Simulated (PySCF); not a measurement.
A GIAO shielding run with PySCF 2.14 (density fitting, non-relativistic, gas phase) on SMILES CCO[C@H](CCl)O[SiH3], C$_{4}$H$_{11}$ClO$_{2}$Si:

```
$ OMP_NUM_THREADS=1 python probes_run.py task.json out

{"job": {"kind": "nmr", "xc": "PBE0", "basis": "pcSseg-1"}, "charge": 0, "multiplicity": 1}
C      2.476621    -0.740440     0.732494
C      1.422316    -0.621950    -0.353397
O      0.514334     0.405718     0.019589
C     -0.560450     0.567883    -0.841064
C     -1.161808     1.947987    -0.577574
Cl    -0.089681     3.207780    -1.187441
O     -1.532393    -0.399910    -0.658300
Si    -1.990918    -1.044700     0.771095
H      2.986465     0.210976     0.853177
H      2.009161    -1.004155     1.677011
H      3.199917    -1.504526     0.462483
H      0.882276    -1.569544    -0.476563
H      1.883921    -0.358634    -1.316479
H     -0.235320     0.496302    -1.895663
H     -1.274487     2.089484     0.496237
H     -2.121539     2.036606    -1.084364
H     -3.063204    -1.882117     0.260641
H     -2.434180    -0.010772     1.707467
H     -0.920835    -1.816737     1.403187
```

Hardware: 1 thread of an Arm Neoverse V2, shared host. The job also computes population analyses, field gradients.

**Question.** How large is the calculation?

**Answer.** 82 electrons, 205 basis functions and 1110 auxiliary functions.

**Question.** How long does it take, and how much memory does it need?

**Answer.** 44 s of wall time, with 14 SCF cycles and 4 response iterations; peak memory 0.91 GiB. Times on a shared host scatter by some tens of per cent.
